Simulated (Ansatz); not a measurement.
Molecule: CH7OSi2, charge 0, multiplicity 2. It need not be the lowest isomer of its formula. 
Structure (B3LYP-D3(BJ)/def2-TZVP (Ansatz, a quantum-chemistry and plane-wave program) minimum search):
```
Si
O 1 1.6472
Si 2 1.6386 1 147.85
H 1 1.4827 2 108.75 3 75.60
H 1 1.4840 4 108.59 2 118.47
H 3 1.4881 2 107.88 1 167.94
H 3 1.4919 6 110.08 2 119.89
C 1 1.8609 4 110.76 5 121.90
H 8 1.0916 1 110.95 4 -179.79
H 8 1.0916 9 108.23 1 121.86
H 8 1.0928 9 108.12 10 116.89
```
Charge 0, spin multiplicity 2.

Dipole moments at this geometry, in debye (magnitudes).

```csv
level,program,dipole (D)
BLYP/def2-TZVPD,Ansatz,0.96
revPBE/def2-TZVPD,Ansatz,1.01
B3LYP/def2-TZVPD,Ansatz,?
BHLYP/def2-TZVPD,Ansatz,0.78
r2SCANh/def2-TZVPD,Ansatz,0.92
HSE06/def2-TZVPD,Ansatz,0.91
CAM-B3LYP/def2-TZVPD,Ansatz,0.84
LC-wPBE/def2-TZVPD,Ansatz,0.86
wB97M-V/def2-TZVPD,Ansatz,0.85
CCSD(T)/aug-cc-pV(D+d)Z,Ansatz,?
```

Fill in the missing entries.


- B3LYP/def2-TZVPD, dipole (D): 0.87
- CCSD(T)/aug-cc-pV(D+d)Z, dipole (D): 0.83
